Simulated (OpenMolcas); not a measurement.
Fe VI: from RASSCF to RASPT2

- Program: OpenMolcas
- Basis: ANO-R2 [6s5p4d2f1g]
- Scalar Hamiltonian: X2C, finite nucleus
- Active space: 9 electrons in 8 orbitals (RAS1 3p, at most 2 holes; RAS2 3d)
- State averaging: 2S+1 = 4 even, 10 roots; 2S+1 = 2 even, 40 roots
- Spin-orbit coupling: state interaction with AMFI integrals over the reference wave functions, term energies averaged over their components

Methods on the same reference wave functions:
A. RASSCF
B. SS-RASPT2, IPEA 0.25 Eh, imaginary shift 0.1 Eh (closed shells correlated: 3s)
C. MS-RASPT2, IPEA 0.25 Eh, imaginary shift 0.1 Eh (closed shells correlated: 3s)

Energies in eV above 3d3 4F 3/2, the measured ground level; measured values from Corliss and Sugar, J. Phys. Chem. Ref. Data 11, 135 (1982).

```csv
Level,A,B,C,Measured
3d3 4F 3/2,0.0000,0.0000,0.0000,0.0000
3d3 4F 5/2,0.0652,0.0654,0.0654,0.0634
3d3 4F 7/2,0.1532,0.1534,0.1534,0.1473
3d3 4F 9/2,0.2611,0.261,0.261,0.2480
3d3 4P 1/2,2.6977,2.407,2.407,2.3233
3d3 4P 3/2,2.7187,2.430,2.430,2.3485
3d3 4P 5/2,2.8035,2.512,2.512,2.4314
3d3 2G 7/2,2.9594,2.618,2.618,2.5561
3d3 2G 9/2,3.0501,2.707,2.707,2.6427
3d3 2P 1/2,3.5271,3.351,3.351,3.2850
3d3 2P 3/2 [67 %],3.5334,3.338,3.337,3.2502
3d3 2D 3/2(1) [69 %],3.8735,3.652,3.651,3.5494
3d3 2D 5/2(1),3.9126,3.674,3.663,3.5316
3d3 2H 9/2,4.1108,3.624,3.624,3.5614
3d3 2H 11/2,4.1780,3.689,3.689,3.6207
3d3 2F 7/2,6.5419,5.870,5.870,5.7302
3d3 2F 5/2,6.5802,5.908,5.908,5.7781
3d3 2D 5/2(2),9.7129,9.096,9.107,8.8906
3d3 2D 3/2(2),9.7666,9.149,9.151,8.9329
```

Deviations, from unrounded energies. A percentage is the sum of absolute deviations over the sum of measured energies, with the sign that they share, or ± where signs differ.

```tsv
Against measurement	Levels	A	B	C
mean absolute deviation (cm-1)	18	3400	720	720
fine structure of the ground term (%)	3	+4.5	+4.6	+4.5
other terms of the ground configuration (%)	15	+12.1	+2.6	+2.6
```

B, C lie about equally close to measurement and A furthest from it. The largest miss of C in the table is 3d3 2D 3/2(2), by +1800 cm-1. The ranking rests on the paired levels alone, and a cruder setting can come out closer through cancelling errors.

Between B and C the level of the table that moves most is 3d3 2D 5/2(1), by 92 cm-1 (lowest in C, highest in B). Moves below CASPT2's spread within the term are not significant.

The two smallest mean deviations differ by little beside CASPT2's spread within terms, so their order carries little weight.

From A to B the spin-free energies of the other terms of 3d3 shown, above 4F, scale by factors of 0.88 to 0.95, as is usual when dynamic correlation screens the repulsion within a d or f shell.

The lowest spin-free term lies below A's lowest term by 0.278 hartree in B, 0.278 hartree in C.

CASPT2 breaks the degeneracy within a term, and the mean is taken; among the terms shown or strongly mixed into the levels shown the widest spread is 1200 cm-1 (3d3 4F, C). Active for correlation alone: 3p; no level in the range computed is led by a configuration that opens it, so any true level of that kind is missing. Without dynamic correlation excited terms often stand tens of per cent too high (terms of higher spin than the ground term too low), and those without a measured partner can miss by more than the paired ones (holds for A). The CASPT2 spread within a term exceeds the gap to the next term for 3d3 2D(1) and 3d3 2H, so the order of their levels is uncertain (holds for C). Measured partners are found by configuration, term and J. A level has none where our copy of the source lacks it or the pairing is in doubt (some pairs that miss far off the trend of their configuration count as doubtful), and it then counts in no deviation. Levels of configurations outside the active space are missing.

A share in square brackets marks a mixed level and gives the weight of the term that names it, the lowest over the columns. A number in round brackets counts repeated terms of one configuration in the order of the reference energies.
